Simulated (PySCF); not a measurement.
**Orbital picture of GeN**

TPSSh at R = 1.754 Å; Ge aug-cc-pVDZ-PP with ECP10, N aug-cc-pVDZ; scalar-relativistic core potentials (PySCF 2.14). State: ²Π (doublet), unpaired electrons π ↑. Only the outer orbitals are listed, counted within each symmetry, core potentials removing the inner ones.

| spin | orbital | occ. | ε (eV) | on Ge (%) | main shells (%) |
| --- | --- | --- | --- | --- | --- |
| α | 5σ | 1 | -20.70 | 14 | 82 N s, 10 Ge s |
| α | 6σ | 1 | -11.85 | 75 | 74 Ge s, 14 N s, 11 N p |
| α | 3π | 1 | -8.36 | 19 | 80 N p, 17 Ge p |
| α | 3π | 1 | -7.22 | 25 | 74 N p, 24 Ge p |
| α | 7σ | 1 | -7.02 | 41 | 51 N p, 31 Ge p, 9 Ge s |
| α | 4π | 0 | -2.89 | 87 | 85 Ge p, 13 N p |
| α | 4π | 0 | -2.34 | 82 | 79 Ge p, 18 N p |
| β | 5σ | 1 | -19.26 | 19 | 77 N s, 14 Ge s |
| β | 6σ | 1 | -11.48 | 74 | 71 Ge s, 17 N s, 9 N p |
| β | 7σ | 1 | -6.71 | 40 | 51 N p, 32 Ge p, 9 N s |
| β | 3π | 1 | -6.63 | 37 | 62 N p, 35 Ge p |
| β | 3π | 0 | -5.08 | 53 | 52 Ge p, 47 N p |
| β | 4π | 0 | -2.17 | 72 | 67 Ge p, 28 N p |
| β | 4π | 0 | -1.56 | 58 | 51 Ge p, 42 N p |

Q: Which are the highest filled and the lowest empty level, where do they sit, and how wide is the gap?

A: Highest filled β 3π at -6.63 eV (in %: 62 N p, 35 Ge p); lowest empty β 3π at -5.08 eV (in %: 52 Ge p, 47 N p); the gap at TPSSh is 1.55 eV. Both belong to one degenerate shell, split only by its one-sided filling, so this is no excitation gap.

* bond order (Mayer): 1.84
* ⟨S²⟩: 0.767
* charge on Ge (Mulliken, basis-dependent): 0.58
* charge on Ge (Löwdin, basis-dependent): 0.69
* dipole moment (positive dipole means Ge(−)N(+)): -2.90 D

Spin–orbit coupling is left out. The state was picked by a PBE0 search and need not be the measured ground state.
